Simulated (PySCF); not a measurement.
Cartesian coordinates in Å; atom numbers follow the order of the lines, from 1:
```xyz
17

F     3.840   -1.663   -1.077
C     3.248   -0.842   -0.213
F     4.141   -0.321    0.630
C     1.939   -0.559   -0.172
F     1.168   -1.173   -1.100
C     1.332    0.316    0.791
C     0.039    0.698    0.853
C    -1.043    0.335   -0.022
C    -2.370    1.092    0.079
Si   -2.527   -0.660    0.726
H     2.027    0.680    1.532
H    -0.233    1.339    1.683
H    -0.761    0.030   -1.019
H    -2.376    1.921    0.775
H    -2.814    1.368   -0.867
H    -3.110   -1.683   -0.119
H    -2.507   -0.866    2.161
```

Relativity neglected, single conformer, no solvent model. Coordinates at the GFN2-xTB level; NMR shieldings at PBE0/pcSseg-1/GIAO; PySCF 2.14.

Scale: TMS for ¹³C (σ = 186.93 ppm) (reference shieldings calculated alike).

Task: Do the ¹³C shifts follow the atomic charges (in e)? Tabulate both.

Result: 
```tsv
atoms	hybridisation	δ (ppm)	σ para (ppm)	Hirshfeld	IAO	Mulliken	ESP-fitted
C2	sp2	169.0	-233	+0.14	+0.49	+0.57	+0.28
C7	sp2	145.2	-210	-0.04	-0.12	-0.06	-0.01
C4	sp2	142.0	-202	+0.04	+0.19	+0.15	+0.25
C6	sp2	112.4	-182	-0.09	-0.22	-0.16	-0.55
C8	sp3	16.8	-81	-0.11	-0.33	-0.44	-0.06
C9	sp3	7.9	-75	-0.16	-0.52	-0.37	-0.62
```

Correlation coefficients of δ with charge over these carbons: Hirshfeld +0.83, IAO +0.85, Mulliken +0.86, ESP-fitted +0.62; with the paramagnetic shielding -1.00. Among the 4 sp2 carbons alone: Hirshfeld +0.91, IAO +0.86, Mulliken +0.88, ESP-fitted +0.89. With so few points, grouped by hybridisation, these coefficients are fragile. Charge is one influence among several: hybridisation and low-lying excitations act through the paramagnetic term.

Shifts are as computed. Against solution values, carbons near 30 ppm lie about +3 ppm off and those near 130 ppm about +5 ppm. Of 1211 compounds with measured shifts, 218 miss one by over three times the rms of a fit or turn the order of signals round; such compounds aren't used in these exercises.
